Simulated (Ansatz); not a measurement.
System: sum formula BN$_{3}$H$_{6}$ (charge 0, singlet). 
Structure (B3LYP-D3(BJ)/def2-TZVP (Ansatz, a quantum-chemistry and plane-wave program) minimum search):
```xyz
10

B      0.0001     0.0000     0.0000
N      1.4250     0.0680    -0.0780
N     -0.6432    -1.2496     0.2579
N     -0.7832     1.1815    -0.1799
H      1.9304     0.9298    -0.1686
H      2.0168    -0.7414    -0.0475
H     -0.1412    -2.0988     0.4402
H     -1.6370    -1.3760     0.2065
H     -0.3870     2.0736    -0.4112
H     -1.7730     1.2132    -0.0198
```

Quantity: atomisation energy (electronic, to ground-state atoms), in kcal/mol. Correlated levels leave the core frozen unless marked. UHF or UKS for open shells. Spin-orbit coupling is left out. Non-relativistic unless marked X2C. The coupled-cluster limit lacks core correlation, which all-electron functionals hold. CBS(X,Y): correlation extrapolated as X^-3; Hartree-Fock from the larger set. The bracket is a focal-point correction in the basis named.

| level | program | atomisation energy (kcal/mol) |
|---|---|---|
| HF/cc-pVQZ | Ansatz | 629.7 |
| PBE/def2-TZVPD | Ansatz | 925.0 |
| PBE-D4/def2-TZVPD | Ansatz + dftd4 | 928.3 |
| PBE0/6-31G* | Ansatz | 885.5 |

Q: Estimate the value at RI-MP2/CBS(aug-cc-pVTZ,aug-cc-pVQZ)+[CCSD(T)-MP2]/aug-cc-pVTZ as computed with Ansatz.

A: 904.3 kcal/mol, so PBE0/6-31G* differs from it by -18.8 kcal/mol.
